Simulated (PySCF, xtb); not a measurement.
Al(H)(Et)(vinyl) (C4H9Al), SMILES C=[CH][AlH][CH2]C.

GFN2-xTB (xtb) at its own geometry gives an orbital gap of 3.62 eV and a dipole moment of 1.30 D.

Coordinates come from a B3LYP-D3(BJ)/def2-SVP optimisation. The structure was generated by enumeration; whether it is a known compound was not checked. Other conformers were not sampled.

Question: What does PBE0/def2-TZVP in PySCF give? (The exact figures need the calculation; the answer reports its results.)

Answer: gap 5.93 eV (levels -7.37 and -1.43 eV), dipole 0.74 D.
